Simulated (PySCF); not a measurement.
## Computed properties of C3H6GeO, SMILES C(#C)[CH2][GeH2][OH]

C₃H₆GeO, SMILES C#C[CH2][GeH2][OH]. Geometry optimised at B3LYP-D3(BJ)/def2-SVP. The structure was generated by enumeration, and PubChem lists no compound with its InChIKey, so it may never have been made. One conformer was computed; it need not be the lowest. All values are computed for the isolated molecule unless a solvent is named; none is compared with measurement here.

**Structure.** The optimised structure has Cs symmetry. All 27 harmonic modes at B3LYP-D3(BJ)/def2-SVP (PySCF) are real, so it is a minimum. With heavy atoms numbered as in [CH:1]#[C:2][CH2:3][GeH2:4][OH:5], the shortest bond between them is C1–C2 at 1.213 Å and the longest C3–Ge4 at 1.973 Å.

**Vibrations.** The strongest infrared lines (harmonic, unscaled, degenerate partners summed) lie at 2116 cm⁻¹ (168 km/mol, H 98 %), 781 cm⁻¹ (154 km/mol, H 90 %, C 9 %), 692 cm⁻¹ (123 km/mol, O 79 %, Ge 19 %). The softest mode is at 45 cm⁻¹ and the zero-point energy is 47.2 kcal/mol.

**Electronic structure.** CAM-B3LYP/def2-TZVP (PySCF) places the frontier levels at -8.78 and 1.11 eV, a gap of 9.89 eV, and gives a dipole moment of 1.23 D and a mean polarisability of 65.9 bohr³. PBE/def2-TZVP (PySCF) at the same geometry gives -6.30 and -0.71 eV, so its gap is 4.30 eV narrower. An orbital gap is neither the optical nor the fundamental gap.

**Excitations.** TDA-B3LYP/def2-SVPD (PySCF) has S1 at 6.15 eV (202 nm, f = 0.008, weak); the most intense of the 10 singlets computed lies at 7.28 eV (f = 0.07). T1 (TDA) is at 5.24 eV, 0.91 eV under S1. TDA-PBE/def2-SVPD (PySCF) puts S1 at 5.50 eV. No vertical singlet excitation falls in the visible range (under 3.1 eV).

**NMR.** GIAO shifts at PBE0/pcSseg-1 (PySCF) (non-relativistic, atoms alike by connectivity averaged): ¹³C from 7.1 to 82.7 ppm against TMS; ¹H from 0.1 to 5.5 ppm against TMS.
